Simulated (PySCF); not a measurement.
## Magnetic susceptibility: `C/C=C\CC(=O)OC`, C6H10O2

Geometry:
```tsv
atom	x (Å)	y (Å)	z (Å)
C1	2.459	0.766	0.180
C2	1.945	-0.635	0.259
C3	0.957	-1.135	-0.468
C4	0.175	-0.363	-1.500
C5	-0.931	0.371	-0.774
O6	-0.863	1.505	-0.377
O7	-1.988	-0.428	-0.598
C8	-3.092	0.081	0.139
H9	1.667	1.462	-0.079
H10	3.246	0.837	-0.573
H11	2.886	1.064	1.135
H12	2.451	-1.283	0.963
H13	0.641	-2.158	-0.320
H14	-0.265	-1.048	-2.223
H15	0.809	0.365	-2.003
H16	-3.171	-0.471	1.076
H17	-3.992	-0.069	-0.457
H18	-2.944	1.143	0.343
```

The calculation used GIAO wB97X-D/pcSseg-1 magnetisability, rotational g tensor and spin-rotation constants, non-relativistic, gas phase (PySCF 2.14.0). Geometry: GFN2-xTB.

(1) How diamagnetic is it, and how anisotropic?

(2) Split it along the inertial axes a, b, c into diamagnetic and paramagnetic parts about the centre of mass, with the quadrupole moment.

(3) And the rotational g tensor?

Results:

(1) Isotropic -1154 × 10⁻³⁰ J/T², or -69.5 × 10⁻⁶ cm³/mol; principal values -1279, -1168, -1014 × 10⁻³⁰ J/T², anisotropy 230 × 10⁻³⁰ J/T² (root of half the summed squared differences of the principal values). The susceptibility is in cgs units.

(2) 
| axis | χ (10⁻⁶ cm³/mol) | diamagnetic (10⁻⁶ cm³/mol) | paramagnetic (10⁻⁶ cm³/mol) | summed x² of all electrons (Å²) | quadrupole Θ (D Å) |
| --- | --- | --- | --- | --- | --- |
| a | -71.3 | -405.3 | 334.0 | 235.2 | +8.52 |
| b | -63.6 | -1149.2 | 1085.6 | 59.9 | -9.09 |
| c | -73.5 | -1251.8 | 1178.3 | 35.7 | +0.57 |

Anisotropies 2χaa − χbb − χcc = -5.5 and 2χbb − χaa − χcc = +17.6 × 10⁻⁶ cm³/mol. Θ is traceless in Buckingham's convention.

(3) 
```csv
axis,rotational constant (GHz),g,nuclear part,electronic part
a,4.0993,-0.0322,0.6110,-0.6432
b,1.1778,-0.0078,0.5929,-0.6007
c,1.0676,-0.0049,0.5860,-0.5910
```
Asymmetric top; isotopes 12C, 1H, 16O; no vibrational averaging.
